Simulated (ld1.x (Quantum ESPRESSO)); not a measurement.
## Cutoff test, lead, TM

```json
{
  "Element": "lead",
  "Generator": "ld1.x (Quantum ESPRESSO) 7.5",
  "Type": "norm-conserving Troullier–Martins (Kleinman–Bylander form)",
  "Functional": "PBE",
  "Relativity": "fully relativistic",
  "Frozen core": "[Xe] 4f14",
  "Valence charge": "14",
  "Reference configuration": "5d10 6s2 6p1 (charge +1)",
  "Partial waves": "6s (bound): rc 2.10 bohr; 6p (bound): rc 2.60 bohr; 5d (bound): rc 1.75 bohr; 5f channel at 0.2 Ry: rc 2.45 bohr",
  "Local potential": "all-electron potential smoothed inside 1.55 bohr (lloc = -1)",
  "Core correction": "none"
}
```

Open shells are filled in proportion to 2j + 1 (rel_dist='average').

The pseudo-atom Hamiltonian at the reference potential is diagonalised in spherical Bessel functions j_l(qr) that vanish at 20 bohr, with q² up to the cutoff. All-electron valence levels (Ry): 6s -1.4107, 6p1/2 -0.8250, 6p3/2 -0.6890, 5d3/2 -2.2314, 5d5/2 -2.0408.

Problem. How do the lowest levels (Ry) of each channel move with the cutoff, and are there ghosts?

Solution.

```csv
cutoff (Ry),s #1,s #2,p1/2 #1,p1/2 #2,p1/2 #3,p3/2 #1,p3/2 #2,d3/2 #1,d5/2 #1,d5/2 #2,f5/2 #1,f5/2 #2,f7/2 #1,Σ f·Δε (mRy)
8,-1.8485,-1.3815,-0.8180,-0.2127,-0.0668,-0.6854,-0.1899,-0.7168,-0.7101,-0.1505,-0.0640,0.0280,-0.0640,14105.8
18,-6.9881,-1.4037,-0.8250,-0.2133,-0.0673,-0.7308,-0.6805,-1.6388,-1.5643,-0.1946,-0.0643,0.0272,-0.0643,5249.3
30,-8.4820,-1.4101,-0.9325,-0.8250,-0.2105,-2.2168,-0.6890,-2.0953,-1.9436,-0.2084,-0.0643,0.0270,-0.0643,1129.6
50,-8.7681,-1.4106,-1.3244,-0.8250,-0.2113,-2.5389,-0.6890,-2.2296,-2.0400,-0.2122,-0.0643,0.0270,-0.0643,12.8
70,-8.7760,-1.4106,-1.3495,-0.8250,-0.2113,-2.5594,-0.6890,-2.2312,-2.0407,-0.2123,-0.0643,0.0270,-0.0643,1.5
110,-8.7768,-1.4107,-1.3512,-0.8250,-0.2113,-2.5606,-0.6890,-2.2314,-2.0409,-0.2123,-0.0643,0.0270,-0.0643,0.1
400,-8.7768,-1.4107,-1.3512,-0.8250,-0.2113,-2.5606,-0.6890,-2.2314,-2.0409,-0.2123,-0.0643,0.0270,-0.0643,0.0
```

Result: ghost states, extra bound levels that the all-electron valence spectrum of the same l lacks: s at -119.4 eV, p3/2 at -34.8 eV, p1/2 at -18.4 eV (a true bound ghost makes a file unfit for plane-wave use); 10 mRy is reached at 55 Ry and 1 mRy at 90 Ry.
